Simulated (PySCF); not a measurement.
Radial density of V+ (vanadium, charge +1)

B97-3, [Ar] 3d3 4s1, high-spin 5F determinant (an excited configuration). Calculation: PySCF 2.14, in aug-cc-pVQZ-DK (9s8p6d4f3g2h, 140 functions); the spin-free X2C one-electron Hamiltonian (Gaussian nucleus).

```tsv
r (bohr)	4πr²ρ (e/bohr)	4πr²(ρα − ρβ)
0.00113	0.1756	0.0001
0.00190	0.4478	0.0002
0.00320	1.119	0.0005
0.00539	2.704	0.0013
0.00906	6.157	0.0029
0.0152	12.62	0.0058
0.0256	21.59	0.0091
0.0431	27.41	0.0086
0.0725	23.57	0.0019
0.122	21.53	0.0179
0.205	29.66	0.1288
0.345	18.33	0.5469
0.581	9.361	1.6709
0.977	10.82	2.1356
1.64	3.103	1.2818
2.76	0.6962	0.6497
4.65	0.1081	0.1081
7.82	0.001427	0.0014
```

Densities and radii are taken from the X2C orbitals without a picture-change correction, which distorts them close to the nucleus.
